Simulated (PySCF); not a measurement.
Isomers of C4H7NOS, one GFN2-xTB conformer each. Single-point energies are computed at PBE0/pcSseg-1 (PySCF, gas phase, no added dispersion term), electronic only.

```tsv
SMILES	GFN2-xTB relative energy (kJ/mol)
CC(=O)NC(C)=S	0.0
C[S@@](=O)CCC#N	190.9
```

Conformers: `[CH3:1][C:2](=[O:3])[NH:4][C:5]([CH3:6])=[S:7]` with C1–C2–N4–C5 180°, C2–N4–C5–C6 0°; `[CH3:1][S@@:2](=[O:3])[CH2:4][CH2:5][C:6]#[N:7]` with C1–S2–C4–C5 -76°, S2–C4–C5–C6 -156°.

Problem. What does PBE0/pcSseg-1 give for the same structures?

Solution. 
```csv
SMILES,PBE0/pcSseg-1 E (Eh),PBE0/pcSseg-1 (kJ/mol),GFN2-xTB (kJ/mol),point group
CC(=O)NC(C)=S,-684.30796,0.0,0.0,Cs
C[S@@](=O)CCC#N,-684.21497,244.1,190.9,C1
```

Both levels put the same isomer lowest. As drawn, the lower has a C=O bond, an N–H bond and a C(=O)–N unit, which the higher lacks; the higher has a C≡N group and an S=O bond, which the lower lacks.

Problem. Which frontier levels, dipoles and rotational constants go with these structures?

Solution. 
```csv
SMILES,"HOMO (eV, PBE0/pcSseg-1)",LUMO (eV),dipole (D),"A, B, C (MHz)"
CC(=O)NC(C)=S,-6.54,-1.84,2.89,"4455, 1311, 1025"
C[S@@](=O)CCC#N,-7.27,0.22,5.12,"5347, 1072, 1013"
```
